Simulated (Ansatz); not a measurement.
A structure relaxed at PBE-D4/def2-SVP in Ansatz, charge 1, doublet:

Cartesian coordinates in Å:
```
Mn 0.0604 -0.2408 0.1615
Mn -0.5043 1.8957 -1.2301
O -0.7677 0.2157 -1.4420
O 0.7428 -1.3693 1.5809
O 0.1899 -2.1068 0.6635
O 0.2789 1.6055 0.2662
```

Question: Give its formula and point group.

Answer: the cluster Mn2O4⁺. Point group C2v (tolerance 0.1 Å).

Question: Summarise the bond lengths by kind (pairs closer than 1.2 times the sum of covalent radii, bridged metal pairs left out).

Answer: 6 × Mn–O 1.71 to 1.94 Å; 1 × O–O 1.30 Å.

The structure holds 1 bond(s) between oxygen atoms. The charge 1 doublet is spin-contaminated (final ⟨S²⟩ up to 4.49, 0.75 for a pure state). The relaxation made no stability test and no search for a lower SCF solution. No other spin state of charge 1 was run. Another isomer (doublet) lies 0.76 eV lower at PBE-D4/def2-TZVP; other spin states weren't run for this one.
